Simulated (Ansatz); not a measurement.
`[NH2][Ta]([NH2])(=[O])[F]` + `C=C(N)O` → `[NH2][Ta](=[O])([OH])[F]` + `C=C(N)N`  (formal exchange of groups at a Ta–N bond)

Computed with Ansatz on PBE0-D4/def2-TZVP structures; ΔE is electronic, products minus reactants. CCSD(T)/CBS adds triple-zeta CCSD(T) − MP2 to the extrapolated MP2 energy (def2 sets, frozen cores). Functionals use def2-TZVPP. Elements past krypton have def2 core potentials. For Ta outer-core shells are correlated without core-valence functions, which leaves a few kJ/mol of doubt a bond. One conformer a species, not always the lowest.

| species | BHLYP-D4 energy (Eh) |
| --- | --- |
| `[NH2][Ta]([NH2])(=[O])[F]` | -344.10485 |
| `C=C(N)O` | -209.15174 |
| `[NH2][Ta](=[O])([OH])[F]` | -364.00017 |
| `C=C(N)N` | -189.28020 |

(1) Work out ΔE.

(2) What do rigid-rotor, harmonic-oscillator terms from PBE0-D4/def2-TZVP frequencies (298.15 K, 1 bar) make of the CCSD(T)/CBS value? (An estimate is asked.)

Largest T1 diagnostic among the species: 0.020.

Results:

(1) ΔE = (-364.00017) + (-189.28020) − (-344.10485) − (-209.15174) = -0.02378 Eh = -62.4 kJ/mol. CCSD(T)/CBS gives -61.4 kJ/mol.

(2) Ansatz gave: ΔZPE = +2.9 kJ/mol, ΔH = -59.6 kJ/mol, ΔS = -13 J/(mol·K), ΔG = -55.8 kJ/mol.

Leaving LDA and LC-ωPBE aside and taking each functional with its dispersion term where it has one, the values, not all of them listed here, spread over 3.0 kJ/mol, from CAM-B3LYP-D4 to PBE-D4.
